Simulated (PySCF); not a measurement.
From one molecule to another.

First species: C6H15O4P.
Structure used (PBE0-D3(BJ)/def2-SVP), in Å, numbered top down from 1:
```
atom  x, y, z in Å
C1    -2.824   -2.347    1.124
C2    -2.198   -0.985    0.967
O3    -1.009   -1.115    0.187
P4     0.106    0.029    0.269
O5     0.475    0.484    1.628
O6     1.293   -0.592   -0.604
C7     2.248   -1.455    0.017
C8     3.599   -1.215   -0.605
O9    -0.493    1.148   -0.705
C10    0.060    2.465   -0.698
C11   -1.019    3.446   -1.079
H12   -2.140   -3.028    1.652
H13   -3.057   -2.783    0.142
H14   -3.756   -2.272    1.703
H15   -2.882   -0.289    0.452
H16   -1.941   -0.546    1.946
H17    1.916   -2.496   -0.131
H18    2.269   -1.250    1.100
H19    3.567   -1.392   -1.690
H20    3.925   -0.179   -0.432
H21    4.346   -1.893   -0.165
H22    0.463    2.682    0.305
H23    0.897    2.494   -1.416
H24   -1.840    3.420   -0.348
H25   -0.611    4.468   -1.107
H26   -1.430    3.209   -2.071
```

Second species: C₄H₁₂B₂.
Numbering: `[BH2:1][CH2:2][BH:3][CH2:4][CH2:5][CH3:6]` (hydrogens: H7, H8 on B1; H9, H10 on C2; H11 on B3; H12, H13 on C4; H14, H15 on C5; H16, H17, H18 on C6)

Levels: CAM-B3LYP/def2-SVPD for HOMO energy, LUMO energy, HOMO–LUMO gap and static isotropic polarisability; TDDFT CAM-B3LYP/def2-SVPD for lowest singlet excitation; TDA CAM-B3LYP/def2-SVPD for lowest triplet excitation (Tamm–Dancoff). Geometries: PBE0-D3(BJ)/def2-SVP. Each species is one conformer at its optimised geometry, gas phase, non-relativistic unless stated. Electronic properties by PySCF.

Dipoles, sizes and rotational constants follow the conformer. The torsions of the flexible species, by atom-mapped SMILES:
- `[BH2:1][CH2:2][BH:3][CH2:4][CH2:5][CH3:6]`: B1–C2–B3–C4 93°, C2–B3–C4–C5 6°, B3–C4–C5–C6 -177°

The conformers of `CCOP(=O)(OCC)OCC` aren't listed.

Values for the first species:

* HOMO energy: -9.81 eV
* LUMO energy: 1.22 eV
* HOMO–LUMO gap: 11.03 eV
* Lowest singlet excitation: 8.17 eV
* Lowest triplet excitation (Tamm–Dancoff): 7.87 eV
* Static isotropic polarisability: 110.3 au

Estimate the same properties for the second species, and the change in each.

```
                                property     first    second  second less first
                             HOMO energy  -9.81 eV  -9.93 eV           -0.12 eV
                             LUMO energy   1.22 eV  -0.76 eV           -1.98 eV
                           HOMO–LUMO gap  11.03 eV   9.17 eV           -1.86 eV
               lowest singlet excitation   8.17 eV   5.40 eV           -2.77 eV
lowest triplet excitation (Tamm–Dancoff)   7.87 eV   4.82 eV           -3.05 eV
         static isotropic polarisability  110.3 au   78.2 au           -32.1 au
```

On the first: The 10 singlets span 8.17 to 9.28 eV, and their oscillator strengths add up to 0.23. The vertical singlet–triplet gap S1 − T1 is 0.30 eV (TDDFT singlet less Tamm–Dancoff triplet; S1: HOMO→LUMO, weight 0.69; T1: HOMO→LUMO, weight 0.56).

On the second: The vertical singlet–triplet gap S1 − T1 is 0.58 eV (TDDFT singlet less Tamm–Dancoff triplet; S1: HOMO→LUMO, weight 0.71; T1: HOMO−1→LUMO, weight 0.77). In wavenumbers S1 is 43600 cm⁻¹ (1 eV = 8065.54 cm⁻¹).
